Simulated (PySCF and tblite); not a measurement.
Molecule: C₆H₁₀FN, numbered as in [CH3:1]/[CH:2]=[CH:3]/[N:4]1[CH2:5][C@@H:6]1[CH2:7][F:8]; H are named by their carrier, a and b as at the first point (Å):

```
C1       2.589    0.986   -0.078
C2       1.541   -0.065   -0.229
C3       0.568   -0.019   -1.129
N4      -0.383   -1.059   -1.306
C5      -1.690   -0.536   -1.691
C6      -1.470   -0.994   -0.322
C7      -1.426   -0.020    0.831
F8      -2.651   -0.002    1.452
H1a      3.581    0.541   -0.157
H1b      2.486    1.752   -0.842
H1c      2.518    1.456    0.903
H2       1.595   -0.898    0.458
H3       0.523    0.786   -1.853
H5a     -2.254   -1.160   -2.373
H5b     -1.781    0.527   -1.881
H6      -1.866   -1.964   -0.034
H7a     -1.220    1.002    0.499
H7b     -0.693   -0.323    1.587
```

The mean out-of-plane torsion at N4 (0° is planar) is held and the rest relaxed at GFN2-xTB. Energies: PBE0/pcSseg-1 + D3(BJ). Couplings: B3LYP/6-31G* with H pcJ-1 F pcJ-1 N pcJ-1, gas phase, for ¹H, ¹⁹F, ¹⁵N. Programs: tblite and PySCF.

(1) How do the most sensitive couplings change along the out-of-plane angle?

Results:

(1) 
| out-of-plane angle ° | ³J(N4,F8) | ³J(F8,H6) | ²J(N4,H5a) | ²J(N4,H5b) | ²J(N4,H6) |
| --- | --- | --- | --- | --- | --- |
| -53 | 3.4 | 8.3 | -6.9 | 0.3 | -6.8 |
| -33 | 2.7 | 0.0 | -5.2 | 1.2 | -4.5 |
| 0 | -4.0 | 0.9 | -0.4 | -0.3 | -0.3 |
| 34 | -6.7 | 2.2 | 1.3 | -4.9 | 0.9 |
| 53 | -1.8 | 1.4 | 0.3 | -7.0 | 0.2 |
Values in Hz. Computed couplings to fluorine can be off by tens of per cent at such levels.
